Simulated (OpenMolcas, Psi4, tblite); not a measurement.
**A ladder of methods for GeO (SMILES [O]=[Ge])**

GeO: 2 atoms, total charge 0, spin state singlet. As SMILES, `[O]=[Ge]`. The shape is that of a PBE0-D4/def2-TZVP optimisation.

```xyz
2

O     0.0000    0.0000   -0.0230
Ge    0.0000    0.0000    1.5995
```

Quantity: the HOMO–LUMO gap, in eV. The values are calculated.

| level | kind | program | value (eV) |
| --- | --- | --- | --- |
| GFN2-xTB | semi-empirical | tblite | 4.61 |
| HF/cc-pVTZ | Hartree–Fock | OpenMolcas | 12.41 |
| SVWN5/cc-pVTZ | LDA | OpenMolcas | 4.34 |
| revPBE/cc-pVTZ | GGA | Psi4 | 4.35 |
| TPSS/cc-pVTZ | meta-GGA | OpenMolcas | 4.49 |
| PBE0/cc-pVTZ | global hybrid | Psi4 | 6.47 |
| wB97X/cc-pVTZ | range-separated hybrid | Psi4 | 10.86 |
| B2PLYP/cc-pVTZ (density fitting for correlation) | double hybrid | Psi4 | 8.73 |

All-electron rows without a relativistic Hamiltonian named are non-relativistic. The values span 4.34 to 12.41 eV. Orbital gaps aren't excitation energies, and those of double hybrids come from the SCF part alone; they tend to grow with the share of exact exchange.
